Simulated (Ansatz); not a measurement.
Basis-set extrapolation for `N[SiH](F)S` (PBE0-D4/def2-TZVP geometry, frozen core, the Gaussian-basis code of Ansatz). Multiplicity 1, RHF reference.

```csv
,def2-TZVPP,def2-QZVPP
HF,-842.919138,-842.947614
MP2 correlation,-0.762087,-0.828340
CCSD(T) correlation,-0.825683,not run
```

Energies in hartree. Use E(X) = E(∞) + A·exp(−7.88·√X) for Hartree–Fock and E(X) = E(∞) + B·X^(−2.97) for correlation, with X = 3 and 4, and add CCSD(T) minus MP2 of the smaller set to the MP2 limit.

Task: What is the CCSD(T) energy at the basis-set limit?

Result: HF limit: -842.947614 + (-0.028476) × 0.13774 = -842.95154. MP2 limit: -0.828340 + (-0.066253) × 0.74074 = -0.87742. Higher-order term: -0.825683 − (-0.762087) = -0.06360. Total: -843.89256 hartree, 4.02 eV below CCSD(T)/def2-TZVPP.
